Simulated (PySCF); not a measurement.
Level sweep

Compound: C₄H₇FSi.
Z-matrix (Å and degrees, PBE0-D3(BJ)/def2-SVP geometry), rows numbered from 1:
```
F 
C   1  1.3342
C   2  1.3317  1  122.09
C   3  1.4734  2  124.29  1  -178.82
C   4  1.5435  3  118.65  2  -141.71
Si  5  1.8562  4   66.61  3  -113.80
H   2  1.0947  1  112.83  3  -179.57
H   3  1.0961  2  117.30  1     0.79
H   4  1.0974  3  114.02  2    -2.71
H   5  1.0952  4  116.29  6  -112.86
H   5  1.0960  4  115.75  6   111.94
H   6  1.4836  4  118.07  5  -104.69
H   6  1.4841  4  119.23  5   105.39
```

PySCF, dipoles from the SCF density, polarisabilities from static response with core orbitals frozen. One conformer (not necessarily the lowest) at the PBE0-D3(BJ)/def2-SVP geometry, without solvent, vibrations or thermal averaging.

The anisotropy is √(½[(α1 − α2)² + (α2 − α3)² + (α3 − α1)²]).

```json
{"level": "LDA/def2-SVPD", "μ (D)": "1.935", "α (au)": "84.51", "anisotropy (au)": "43.77"}
{"level": "PBE/def2-SVPD", "μ (D)": "1.851", "α (au)": "83.46", "anisotropy (au)": "43.59"}
{"level": "B3LYP/def2-SVPD", "μ (D)": "2.072", "α (au)": "80.90", "anisotropy (au)": "40.81"}
{"level": "PBE0/def2-SVPD", "μ (D)": "2.033", "α (au)": "80.15", "anisotropy (au)": "40.36"}
{"level": "BHandHLYP/def2-SVPD", "μ (D)": "2.268", "α (au)": "77.85", "anisotropy (au)": "38.06"}
{"level": "CAM-B3LYP/def2-SVPD", "μ (D)": "2.176", "α (au)": "79.20", "anisotropy (au)": "38.58"}
{"level": "wB97X-D/def2-SVPD", "μ (D)": "2.096", "α (au)": "79.31", "anisotropy (au)": "38.61"}
{"level": "LC-wPBE/def2-SVPD", "μ (D)": "2.152", "α (au)": "77.13", "anisotropy (au)": "37.04"}
{"level": "HF/def2-SVPD", "μ (D)": "2.424", "α (au)": "75.07", "anisotropy (au)": "35.60"}
{"level": "PBE0/6-31G*", "μ (D)": "1.655", "α (au)": "67.30", "anisotropy (au)": "40.45"}
{"level": "PBE0/def2-SVP", "μ (D)": "1.826", "α (au)": "70.39", "anisotropy (au)": "39.15"}
{"level": "PBE0/6-31+G*", "μ (D)": "2.047", "α (au)": "76.34", "anisotropy (au)": "40.70"}
{"level": "PBE0/aug-cc-pVDZ", "μ (D)": "1.954", "α (au)": "82.06", "anisotropy (au)": "41.06"}
{"level": "PBE0/def2-TZVP", "μ (D)": "1.918", "α (au)": "77.85", "anisotropy (au)": "40.86"}
{"level": "PBE0/def2-TZVPD", "μ (D)": "1.964", "α (au)": "81.85", "anisotropy (au)": "40.88"}
```

The dipole runs from 1.66 D (PBE0/6-31G*) to 2.42 D (HF/def2-SVPD). No reference polarisability is at hand; against PBE0 in the largest diffuse basis at hand (def2-TZVPD) the other PBE0 rows deviate by 6-31G* -18%, def2-SVP -14%, 6-31+G* -7%, def2-SVPD -2%, aug-cc-pVDZ 0%, def2-TZVP -5%. In one basis (def2-SVPD) the functionals order the polarisability from HF (lowest) to LDA (highest), a spread of 13%. With PBE0 the polarisability is 71.85 au without diffuse functions (mean of 6-31G*, def2-SVP and def2-TZVP) and 80.10 au with them (mean of 6-31+G*, def2-SVPD, aug-cc-pVDZ and def2-TZVPD).
